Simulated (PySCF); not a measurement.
Isomers C₆H₇F₃O:

A. SMILES FC(F)(F)OC=C1CCC1
B. SMILES C=C(OC(F)(F)F)C1CC1
C. `FC(OC(CC=C)=C)(F)F`

Spectrum 1. ¹H NMR (300 MHz, computed): δ 6.14 (m, 1H), 5.72 (m, 1H), 5.61 (m, 1H), 5.36 (br s, 1H), 4.96 (br s, 1H), 3.03 (d, 2H). ¹³C{¹H} NMR (computed): δ 161.1 (C), 141.6 (CH), 130.1 (C), 122.9 (CH2), 104.1 (CH2), 42.6 (CH2).

Spectrum 2. ¹H NMR (300 MHz, computed): δ 6.50 (m, 1H), 2.95 (m, 2H), 2.89 (m, 2H), 2.12 (m, 2H). ¹³C{¹H} NMR (computed): δ 137.9 (CH), 133.7 (C), 130.3 (C), 26.9 (CH2), 26.6 (CH2), 16.7 (CH2).

Spectrum 3. ¹H NMR (300 MHz, computed): δ 4.85 (br s, 1H), 4.12 (br s, 1H), 1.36 (m, 1H), 1.03 (m, 2H), 0.52 (m, 2H). ¹³C{¹H} NMR (computed): δ 169.2 (C), 129.4 (C), 89.4 (CH2), 15.4 (CH), 14.8 (CH2).

- NMR shieldings at PBE0/pcSseg-1/GIAO
- geometry: GFN2-xTB
- program: PySCF 2.14.0 with density-fitted response routines
- relativity neglected, one averaged value for each set of equivalent atoms, one computed conformer, isolated molecule

δ = σ(ref) − σ, references computed at the same level: ¹H (σ = 31.72 ppm) and ¹³C (σ = 186.93 ppm) vs TMS. Splittings of carbon signals by F and P are missing where no couplings were computed. Where no couplings were computed, multiplicities follow the n + 1 count of equivalent neighbours, and m marks all less simple cases (inequivalent or close neighbours, rings, F or P nearby). Shifts are as computed. Against solution values, carbons near 30 ppm lie about +3 ppm off and those near 130 ppm about +5 ppm. Of 1211 compounds with measured shifts, 218 miss one by over three times the rms of a fit or turn the order of signals round; such compounds aren't used in these exercises.

Q: Which spectrum belongs to which compound?

A: 1–C, 2–A, 3–B.

- Spectrum 1 (C): 6 ¹³C signals; δC 161.1 is an alkene carbon bearing oxygen; δC 141.6 is an alkene CH.
- Spectrum 2 (A): 6 ¹³C signals; δC 137.9 is an alkene carbon bearing oxygen; δC 130.3 is a CF3 carbon.
- Spectrum 3 (B): 5 ¹³C signals; δC 169.2 is an alkene carbon bearing oxygen; δC 129.4 is a CF3 carbon.
